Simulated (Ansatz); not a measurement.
Gas-phase electronic energies from Ansatz, PBE0-D4/def2-TZVP geometries. CCSD(T)/CBS adds triple-zeta CCSD(T) − MP2 to the extrapolated MP2 energy (def2 sets, frozen cores). Functionals use def2-TZVPP. B3LYP here is the variant with VWN-RPA as its local correlation; programs differ in this. def2 core potentials past Kr. For In outer-core shells are correlated without core-valence functions, which leaves a few kJ/mol of doubt a bond. Each species was taken in one conformer, which may not be the lowest.

`CC(O)O[SiH3]` + `[OH][InH2]` → `[SiH3][O][InH2]` + `CC(O)O`  (ligand exchange at the Si–O bond)

(1) Is it downhill or uphill in electronic energy at CCSD(T)/CBS, and by how much? (Estimate.)

(2) What do these levels give: B3LYP-D4, B3LYP, HF/def2-TZVPP, SCS-MP2/def2-TZVPP, HF/def2-QZVPP, CCSD/CBS(def2)? (An estimate is asked.)

Largest T1 diagnostic among the species: 0.017.

Results:

(1) The calculation gave: Downhill: ΔE = -30.5 kJ/mol.

(2) The calculation gave: B3LYP-D4 -27.1, B3LYP -29.9, HF/def2-TZVPP -39.1, SCS-MP2/def2-TZVPP -32.3, HF/def2-QZVPP -39.1, CCSD/CBS(def2) -32.0 kJ/mol.

In def2-TZVPP, CCSD(T) changes the Hartree–Fock value by +7.6 kJ/mol (the triples alone add +1.4 kJ/mol) and MP2 by +8.0 kJ/mol. From PBE to PBE0 (25 % exact exchange), in def2-TZVPP and without D4, ΔE moves by −4.2 kJ/mol.
